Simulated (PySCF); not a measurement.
Calculated properties of `Cc1cnncc1N(C)C`

C7H11N3.
Structure used (PBE0-D3(BJ)/def2-SVP), in Å, numbered top down from 1:
```
atom  x, y, z in Å
C1     1.6923    1.2493    0.8557
C2     1.4121   -0.1893    0.5566
C3     2.4615   -1.0772    0.3029
N4     2.3287   -2.3491   -0.0559
N5     1.1185   -2.8352   -0.2166
C6     0.0604   -2.0701    0.0060
C7     0.1171   -0.7234    0.4227
N8    -1.0319    0.0323    0.6234
C9    -1.2244    0.6825    1.9011
C10   -2.2649   -0.4326    0.0383
H11    2.6773    1.5363    0.4618
H12    0.9268    1.8949    0.3991
H13    1.7037    1.4629    1.9375
H14    3.4959   -0.7228    0.3779
H15   -0.9014   -2.5646   -0.1515
H16   -1.8850    1.5562    1.7856
H17   -0.2747    1.0306    2.3195
H18   -1.6866   -0.0003    2.6422
H19   -2.9833    0.4010    0.0146
H20   -2.0991   -0.7639   -0.9960
H21   -2.7377   -1.2631    0.6017
```

Among its groups: pyridine-type ring nitrogen and amine.

From PBE0-D3(BJ)/def2-SVP geometry optimisation, gas phase (PySCF):

* Point group: C1
* Rotational constants A, B, C: 2.147, 1.181, 0.818 GHz

**PBE0/def2-SVPD ground state, ΔSCF and vertical TDDFT (core frozen in the response) (PySCF)**

* Dipole moment: 5.85 D
* HOMO energy: -6.30 eV
* LUMO energy: -1.00 eV
* HOMO–LUMO gap: 5.30 eV
* Lowest singlet excitation: 3.70 eV (335 nm, f = 0.005)
* Strongest line among the 10 lowest singlet transitions: S4 at 5.10 eV (243 nm, f = 0.122)
* Lowest triplet excitation (Tamm–Dancoff): 2.92 eV
* Static isotropic polarisability: 106.6 au
* Vertical ionisation energy: 8.03 eV
* Electronic spatial extent ⟨r²⟩ about the centre of nuclear charge: 1461 bohr²

**PBE0/pcSseg-1 ground state and GIAO shieldings, non-relativistic (PySCF)**

- Lowest Hirshfeld atomic charge: -0.13 e on N4
- Highest Hirshfeld atomic charge: +0.05 e on C7, H11, H12, H13, H14, H15, H16, H17, H19, H20
- 13C chemical shifts (computed TMS as zero) by class: 156.8 (C3), 150.2 (C7), 145.8 (C6), 127.3 (C2), 40.8 (C9/C10), 18.3 (C1) ppm
- 1H chemical shifts (computed TMS as zero) by class: 8.85 (H14), 8.69 (H15), 2.69 (H16/H17/H18/H19/H20/H21), 2.17 (H11/H12/H13) ppm
- Isotropic shieldings of nuclei other than C and H, by class: -197 (N5), -173 (N4), 207 (N8) ppm
- Mayer bond orders between heavy atoms: C1–C2 1.08, C2–C3 1.37, C3–N4 1.52, N4–N5 1.30, N5–C6 1.53, C6–C7 1.27, C7–N8 0.98, N8–C9 0.96, N8–C10 0.99, C7–C2 1.34

Monoisotopic mass from the formula: 137.0953 u.

The largest Löwdin shares of the LUMO are 0.23 on N5, 0.18 on C2, 0.15 on N4 and 0.14 on C7. The 10 singlets span 3.70 to 6.49 eV, and their oscillator strengths add up to 0.36. The principal polarisabilities are 72.1, 114.5 and 133.3 au; their mean is the isotropic value. The largest Löwdin shares of the HOMO are 0.31 on N5, 0.28 on N4, 0.12 on N8 and 0.08 on C6. A dipole of 5.85 D is allowed in C1, and pure rotational transitions are dipole-allowed. The ΔSCF ionisation energy exceeds −ε(HOMO) by 1.73 eV with PBE0. No computed singlet falls in the visible range (750 to 380 nm, 1.65 to 3.26 eV); S1 lies 0.44 eV above its blue end.

Geometry: PBE0-D3(BJ)/def2-SVP; no solvent or vibrations. NMR classes are plain means over equivalent atoms (diastereotopic ones count apart unless rotation or inversion swaps them), as if these changed places fast; in this geometry the members of some classes differ.
